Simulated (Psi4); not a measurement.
C2H3O, charge -1, singlet, at a GFN2-xTB geometry (a gas-phase anion, which may not be bound at this level); CCSD(T)/6-31G** in Psi4.

The Psi4 input:
```
memory 2 GB

molecule {
-1 1
O     1.14119970    0.27275617   -0.37828883
C     0.01399973    0.30902939    0.19007090
H    -0.19132679    1.20747699    0.86167798
C    -1.01879722   -0.56413534    0.13347947
H    -1.93523585   -0.39299447    0.68579554
H    -0.97425000   -1.46589618   -0.46246509
}

set {
  basis 6-31g**
  freeze_core true
  mp2_type conv
  scf_type pk
  puream true
  d_convergence 1e-8
}

energy('ccsd(t)')
print_variables()
```

Problem. What does Psi4 print? Leave out banner, timings and long lists.

Solution. 
```
   => Loading Basis Set <=

    Name: 6-31G**
    Role: ORBITAL
    Keyword: BASIS

         ---------------------------------------------------------
                                   SCF
               by Justin Turney, Rob Parrish, Andy Simmonett
                          and Daniel G. A. Smith
                              RHF Reference
         ---------------------------------------------------------

  ==> Geometry <==

    Molecular point group: cs
    Full point group: Cs

    Geometry (in Angstrom), charge = -1, multiplicity = 1:

       Center              X                  Y                   Z               Mass
    ------------   -----------------  -----------------  -----------------  -----------------
         O            0.027594046599    -1.155429685849     0.000000000000    15.994914619570
         C            0.363533726397     0.061974451272     0.000000000000    12.000000000000
         H            1.482125086030     0.283732224126     0.000000000000     1.007825032230
         C           -0.403322092027     1.177420966952     0.000000000000    12.000000000000
         H            0.037749598406     2.167197590751     0.000000000000     1.007825032230
         H           -1.484058975309     1.129308857507     0.000000000000     1.007825032230

  Running in cs symmetry.

  Rotational constants: A =      2.54150  B =      0.37060  C =      0.32344 [cm^-1]
  Rotational constants: A =  76192.33586  B =  11110.28111  C =   9696.36764 [MHz]
  Nuclear repulsion =   63.613097502306204

  Charge       = -1
  Multiplicity = 1
  Electrons    = 24
  Nalpha       = 12
  Nbeta        = 12

  ==> Algorithm <==

  SCF Algorithm Type is PK.
  DIIS enabled.
  MOM disabled.
  Fractional occupation disabled.
  Guess Type is SAD.
  Energy threshold   = 1.00e-08
  Density threshold  = 1.00e-08
  Integral threshold = 1.00e-12

  ==> Primary Basis <==

  Basis Set: 6-31G**
    Blend: 6-31G**
    Number of shells: 27
    Number of basis functions: 57
    Number of Cartesian functions: 60
    Spherical Harmonics?: true
    Max angular momentum: 2

  ==> Integral Setup <==

  Using in-core PK algorithm.
   Calculation information:
      Number of atoms:                   6
      Number of AO shells:              27
      Number of primitives:             60
      Number of atomic orbitals:        60
      Number of basis functions:        57

      Integral cutoff                 1.00e-12
      Number of threads:                 1

  Performing in-core PK
  Using 2734062 doubles for integral storage.
  We computed 70388 shell quartets total.
  Whereas there are 71631 unique shell quartets.

  ==> DiskJK: Disk-Based J/K Matrices <==

    J tasked:                  Yes
    K tasked:                  Yes
    wK tasked:                  No
    Schwarz Cutoff:          1E-12

  Minimum eigenvalue in the overlap matrix is 5.7128971306E-03.
  Reciprocal condition number of the overlap matrix is 1.2919969163E-03.
    Using symmetric orthogonalization.

  ==> Pre-Iterations <==

  SCF Guess: Superposition of Atomic Densities via on-the-fly atomic UHF (no occupation information).

   -------------------------
    Irrep   Nso     Nmo
   -------------------------
     A'        42      42
     A"        15      15
   -------------------------
    Total      57      57
   -------------------------

  ==> Iterations <==

                        Total Energy        Delta E     RMS |[F,P]|

   @RHF iter SAD:  -151.38055322752348   -1.51381e+02   0.00000e+00
   @RHF iter   1:  -152.14789993826480   -7.67347e-01   1.18665e-02 DIIS/ADIIS
   @RHF iter   2:  -152.24791102459835   -1.00011e-01   7.23576e-03 DIIS/ADIIS
   @RHF iter   3:  -152.28634148797599   -3.84305e-02   1.24886e-03 DIIS/ADIIS
   @RHF iter   4:  -152.28784951739632   -1.50803e-03   3.78548e-04 DIIS/ADIIS
   @RHF iter   5:  -152.28808142348615   -2.31906e-04   6.96619e-05 DIIS
   @RHF iter   6:  -152.28809808430043   -1.66608e-05   2.99222e-05 DIIS
   @RHF iter   7:  -152.28810047353940   -2.38924e-06   9.12255e-06 DIIS
   @RHF iter   8:  -152.28810071167933   -2.38140e-07   3.83001e-06 DIIS
   @RHF iter   9:  -152.28810074893295   -3.72536e-08   9.20700e-07 DIIS
   @RHF iter  10:  -152.28810075193854   -3.00560e-09   2.25604e-07 DIIS
   @RHF iter  11:  -152.28810075210163   -1.63084e-10   4.23998e-08 DIIS
   @RHF iter  12:  -152.28810075210669   -5.05906e-12   7.82486e-09 DIIS
  Energy and wave function converged.

  ==> Post-Iterations <==

    Orbital Energies [Eh]
    ---------------------

    Doubly Occupied:

[...]
    Virtual:

[...]
    Final Occupation by Irrep:
             Ap   App
    DOCC [    10,    2 ]
    NA   [    10,    2 ]
    NB   [    10,    2 ]

  @RHF Final Energy:  -152.28810075210669

   => Energetics <=

    Nuclear Repulsion Energy =             63.6130975023062035
    One-Electron Energy =                -339.8241163141121888
    Two-Electron Energy =                 123.9229180596992705
    Total Energy =                       -152.2881007521066863

Computation Completed

Properties will be evaluated at   0.000000,   0.000000,   0.000000 [a0]

Properties computed using the SCF density matrix

 Multipole Moments:

 ------------------------------------------------------------------------------------
     Multipole            Electronic (a.u.)      Nuclear  (a.u.)        Total (a.u.)
 ------------------------------------------------------------------------------------

 L = 1.  Multiply by 2.5417464519 to convert [e a0] to [Debye]
 Dipole X            :          0.2374050            0.0337087            0.2711137
 Dipole Y            :         -2.8161313            3.3508127            0.5346813
 Dipole Z            :          0.0000000            0.0000000            0.0000000
 Magnitude           :                                                    0.5994888

 ------------------------------------------------------------------------------------

 MINTS: Wrapper to libmints.
   by Justin Turney

[...]
	One-electron energy          =   -118.98660453906251
	Two-electron energy          =     55.73309896718546
	Reference energy             =   -152.28810075210700

            **************************
            *                        *
            *        CCENERGY        *
            *                        *
            **************************

    Nuclear Rep. energy (wfn)     =   63.613097502306204
    SCF energy          (wfn)     = -152.288100752106686
    Reference energy    (file100) = -152.288100752106999

    Input parameters:
    -----------------
    Wave function   =     CCSD_T
    Reference wfn   =     RHF
    Brueckner       =     No
    Maxiter         =     50
    R_Convergence   =     1.0e-07
    E_Convergence   =     1.0e-06
    Restart         =     Yes
    DIIS            =     Yes
    AO Basis        =     NONE
    ABCD            =     NEW
    Cache Level     =     2
    Cache Type      =     LOW
    Print Level     =     1
    Num. of threads =     1
    # Amps to Print =     10
    Print MP2 Amps? =     No
    Analyze T2 Amps =     No
    Print Pair Ener =     No
    Local CC        =     No
    SCS-MP2         =     False
    SCSN-MP2        =     False
    SCS-CCSD        =     False

MP2 correlation energy -0.4532959482518673
                Solving CC Amplitude Equations
                ------------------------------
  Iter             Energy              RMS        T1Diag      D1Diag    New D1Diag    D2Diag
  ----     ---------------------    ---------   ----------  ----------  ----------   --------
     0        -0.453295948251867    0.000e+00    0.000000    0.000000    0.000000    0.146638
     1        -0.458331964164525    7.355e-02    0.013345    0.042503    0.042503    0.145590
     2        -0.470240665237478    2.807e-02    0.012818    0.041703    0.041703    0.157368
     3        -0.474322784178477    1.339e-02    0.015664    0.051668    0.051668    0.163416
     4        -0.474275226574743    3.587e-03    0.016380    0.054697    0.054697    0.165028
     5        -0.474244726736230    1.539e-03    0.016691    0.055880    0.055880    0.165843
     6        -0.474257991487111    4.475e-04    0.016782    0.056265    0.056265    0.165986
     7        -0.474250750336676    1.671e-04    0.016801    0.056328    0.056328    0.165989
     8        -0.474246682646077    4.857e-05    0.016803    0.056326    0.056326    0.165982
     9        -0.474248022852287    1.823e-05    0.016804    0.056325    0.056325    0.165981
    10        -0.474247313713090    8.125e-06    0.016804    0.056322    0.056322    0.165979
    11        -0.474247336475760    2.893e-06    0.016804    0.056319    0.056319    0.165979
    12        -0.474247243186848    1.438e-06    0.016804    0.056319    0.056319    0.165979
    13        -0.474247253636964    4.906e-07    0.016804    0.056319    0.056319    0.165979
    14        -0.474247254459324    1.811e-07    0.016804    0.056318    0.056318    0.165979
    15        -0.474247260953574    9.338e-08    0.016804    0.056318    0.056318    0.165979

    Iterations converged.

    Largest TIA Amplitudes:
              7  32        -0.0536320446
              6   0        -0.0254171319
              8  33        -0.0170762689
              7  33         0.0128684889
              7  34         0.0097418823
              6   4        -0.0094832893
              8  35         0.0083371077
              3   0         0.0080546879
              8  34         0.0074860278
              6   5        -0.0068097875

    Largest TIjAb Amplitudes:
      8   8  32  32        -0.0932721247
      7   7  32  32        -0.0529574850
      3   3   0   0        -0.0238512701
      7   7  35  35        -0.0224120836
      8   8  32  34         0.0204350018
      8   8  34  32         0.0204350018
      6   6   0   0        -0.0202015065
      5   5   2   2        -0.0199270212
      6   6  14  14        -0.0195390368
      8   8  34  34        -0.0195244835

    SCF energy       (wfn)                    = -152.288100752106686
    Reference energy (file100)                = -152.288100752106999

    Opposite-spin MP2 correlation energy      =   -0.337966029936230
    Same-spin MP2 correlation energy          =   -0.115329918315637
    Singles MP2 correlation energy            =   -0.000000000000000
    MP2 correlation energy                    =   -0.453295948251867
      * MP2 total energy                      = -152.741396700358877

    Opposite-spin CCSD correlation energy     =   -0.371319588227340
    Same-spin CCSD correlation energy         =   -0.102927672726233
    Singles CCSD correlation energy           =    0.000000000000000
    CCSD correlation energy                   =   -0.474247260953574
      * CCSD total energy                     = -152.762348013060574

            **************************
            *                        *
            *        CCTRIPLES       *
            *                        *
            **************************

    Wave function   =    CCSD_T
    Reference wfn   =      RHF

    Nuclear Rep. energy (wfn)                =   63.613097502306204
    SCF energy          (wfn)                = -152.288100752106686
    Reference energy    (file100)            = -152.288100752106999
    CCSD energy         (file100)            =   -0.474247260953574
    Total CCSD energy   (file100)            = -152.762348013060574

    Number of ijk index combinations:              165
    Approx. words needed per explicit thread:          131072
    Number of threads for explicit ijk threading:    1

    MKL num_threads set to 1 for explicit threading.

    (T) energy                                =   -0.015232210561419
      * CCSD(T) total energy                  = -152.777580223621982

  Variable Map:
  ----------------------------------------------------------------------------
[...]
  Array Variable Map:
  ----------------------------------------------------------------------------
[...]
[...]
```
